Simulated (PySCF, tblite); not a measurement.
C6H15OPSi.
Numbering: `[CH3:1][C@@H:2]1[CH2:3][CH2:4][P@H:5](=[O:6])[CH2:7][C@@H:8]1[SiH3:9]` (hydrogens: H10, H11, H12 on C1; H13 on C2; H14, H15 on C3; H16, H17 on C4; H18 on P5; H19, H20 on C7; H21 on C8; H22, H23, H24 on Si9)

Geometry (GFN2-xTB, Å), atoms numbered from 1 in this order:
```xyz
24
C6H15OPSi angstrom
C     -1.040   -1.302    0.949
C     -0.586   -0.804   -0.420
C      0.760   -1.424   -0.826
C      1.913   -1.055    0.096
P      2.118    0.752    0.214
O      3.107    1.207    1.197
C      0.422    1.378    0.444
C     -0.563    0.729   -0.523
Si    -2.288    1.532   -0.321
H     -1.036   -2.390    0.971
H     -0.392   -0.945    1.745
H     -2.053   -0.962    1.156
H     -1.321   -1.158   -1.155
H      1.003   -1.092   -1.840
H      0.655   -2.513   -0.854
H      1.762   -1.424    1.114
H      2.854   -1.482   -0.263
H      2.411    1.122   -1.102
H      0.156    1.203    1.489
H      0.453    2.463    0.304
H     -0.211    0.961   -1.537
H     -3.270    0.740   -1.064
H     -2.216    2.890   -0.861
H     -2.650    1.594    1.095
```

Level of theory: PBE0/pcSseg-1 in PySCF (dipole) on a GFN2-xTB geometry, gas phase.

Masses are those of the commonest isotopes; rigid-rotor values at the optimised geometry. The values belong to one conformer with, in the numbering `[CH3:1][C@@H:2]1[CH2:3][CH2:4][P@H:5](=[O:6])[CH2:7][C@@H:8]1[SiH3:9]`, C1–C2–C3–C4 -63°, C2–C3–C4–P5 -57°, C3–C4–P5–O6 173°, C4–P5–C7–C8 -46°.

Problem. What are A, B and C (GHz)?

Solution. Ia = 283.68, Ib = 617.07, Ic = 781.25 u·Å²; 505379 MHz·u·Å²/I gives 1781, 819.0 and 646.9 MHz, that is A = 1.7815, B = 0.8190, C = 0.6469 GHz.

Problem. What kind of rotor is it?

Solution. An asymmetric top: κ = (2 × 819.0 − 1781 − 646.9)/(1781 − 646.9) = -0.70.

Problem. What does the inertial defect say?

Solution. Not planar: Δ = Ic − Ia − Ib = -119.51 u·Å². For a rigid frame Δ = −2 Σ m c², so Σ m c² = 59.75 u·Å² lies off the ab plane: 23.35 from hydrogen and 36.40 from heavier atoms. The atom farthest from that plane is 1.90 Å away.

Problem. Which types of transition are allowed, and where do some lines up to J = 5 fall?

Solution. The dipole components are |μa| = 3.18 D, |μb| = 2.53 D, |μc| = 1.59 D. Intensities carry the squares of the components, which stand as 1.00 : 0.63 : 0.25 (a : b : c). Some lines, for components of 0.1 D or more:

```json
{"type": "c", "branch": "Q", "J(Ka,Kc)": "4(1,4) ← 4(0,4)", "MHz": "435", "lower level (cm⁻¹)": "0.479"}
{"type": "b", "branch": "Q", "J(Ka,Kc)": "1(1,0) ← 1(0,1)", "MHz": "1135", "lower level (cm⁻¹)": "0.049"}
{"type": "b", "branch": "Q", "J(Ka,Kc)": "3(1,2) ← 3(0,3)", "MHz": "1654", "lower level (cm⁻¹)": "0.290"}
{"type": "b", "branch": "R", "J(Ka,Kc)": "2(0,2) ← 1(1,1)", "MHz": "1948", "lower level (cm⁻¹)": "0.081"}
{"type": "b", "branch": "R", "J(Ka,Kc)": "1(1,1) ← 0(0,0)", "MHz": "2428", "lower level (cm⁻¹)": "0.000"}
{"type": "b", "branch": "Q", "J(Ka,Kc)": "3(2,1) ← 3(1,2)", "MHz": "2747", "lower level (cm⁻¹)": "0.345"}
{"type": "b", "branch": "Q", "J(Ka,Kc)": "4(2,3) ← 4(1,4)", "MHz": "4040", "lower level (cm⁻¹)": "0.494"}
{"type": "a", "branch": "R", "J(Ka,Kc)": "3(0,3) ← 2(0,2)", "MHz": "4315", "lower level (cm⁻¹)": "0.146"}
{"type": "b", "branch": "Q", "J(Ka,Kc)": "4(3,2) ← 4(2,3)", "MHz": "5309", "lower level (cm⁻¹)": "0.628"}
{"type": "a", "branch": "R", "J(Ka,Kc)": "4(3,2) ← 3(3,1)", "MHz": "5901", "lower level (cm⁻¹)": "0.609"}
{"type": "a", "branch": "R", "J(Ka,Kc)": "5(3,3) ← 4(3,2)", "MHz": "7386", "lower level (cm⁻¹)": "0.805"}
{"type": "c", "branch": "R", "J(Ka,Kc)": "3(2,1) ← 2(1,1)", "MHz": "7389", "lower level (cm⁻¹)": "0.190"}
{"type": "b", "branch": "R", "J(Ka,Kc)": "4(2,3) ← 3(1,2)", "MHz": "8491", "lower level (cm⁻¹)": "0.345"}
{"type": "c", "branch": "R", "J(Ka,Kc)": "4(2,2) ← 3(1,2)", "MHz": "8788", "lower level (cm⁻¹)": "0.345"}
{"type": "b", "branch": "R", "J(Ka,Kc)": "5(2,3) ← 4(1,4)", "MHz": "11970", "lower level (cm⁻¹)": "0.494"}
{"type": "c", "branch": "R", "J(Ka,Kc)": "4(4,0) ← 3(3,0)", "MHz": "13206", "lower level (cm⁻¹)": "0.609"}
{"type": "c", "branch": "R", "J(Ka,Kc)": "5(4,2) ← 4(3,2)", "MHz": "14682", "lower level (cm⁻¹)": "0.805"}
```

Problem. Estimate the classical rotational partition function at 10 K, 50 K and 200 K.

Solution. Point group C1, symmetry number σ = 1; q = (√π/σ)·√((kT/h)³/(ABC)), k/h = 20836.6 MHz/K: 5490 at 10 K, 61400 at 50 K, 491000 at 200 K.

Its GFN2-xTB frequencies are all real (lowest 76 cm⁻¹). Constants of a rigid frame at the computed geometry: no zero-point averaging, no centrifugal distortion. A rigid rotor knows nothing of internal rotation, which can split or shift real lines.
